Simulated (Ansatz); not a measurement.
Species: C$_{4}$H$_{3}$N$_{2}$ (charge -1, singlet). It need not be the lowest isomer of its formula. Whether it binds its extra electron was not tested at this geometry. 
Structure (B3LYP-D3(BJ)/def2-TZVP (Ansatz, a first-principles code) minimum search):
```xyz
9

C      0.1277    -1.4924     0.0367
C      1.1946    -0.5770     0.1006
N      1.1229     0.7729     0.0708
C     -0.1083     1.2659    -0.0311
N     -1.2375     0.5667    -0.1037
C     -1.0788    -0.7757    -0.0674
H      2.2234    -0.9411     0.1849
H     -0.2013     2.3525    -0.0578
H     -2.0305    -1.3128    -0.1295
```
Charge -1, spin multiplicity 1.

Basis-set convergence of Hartree-Fock and MP2 correlation energies (hartree) with Ansatz. Valence correlation only, unless marked. No spin-orbit coupling. Non-relativistic. This anion needs diffuse functions, which these sets lack.

The Hartree-Fock reference is unstable (checked in the largest basis), which strains HF and MP2. 

```json
[
 {"basis": "cc-pVDZ", "functions": "99", "E(HF)": "-262.06409", "E(corr, MP2)": "-0.84005"},
 {"basis": "cc-pVTZ", "functions": "222", "E(HF)": "-262.13426", "E(corr, MP2)": "-1.02939"},
 {"basis": "cc-pVQZ", "functions": "420", "E(HF)": "-262.15477", "E(corr, MP2)": "-1.09754"},
 {"basis": "cc-pV5Z", "functions": "711", "E(HF)": "___", "E(corr, MP2)": "___"}
]
```

**Question.** Complete the blanks.

**Answer.** 
- cc-pV5Z, E(HF): -262.16043
- cc-pV5Z, E(corr, MP2): -1.12470
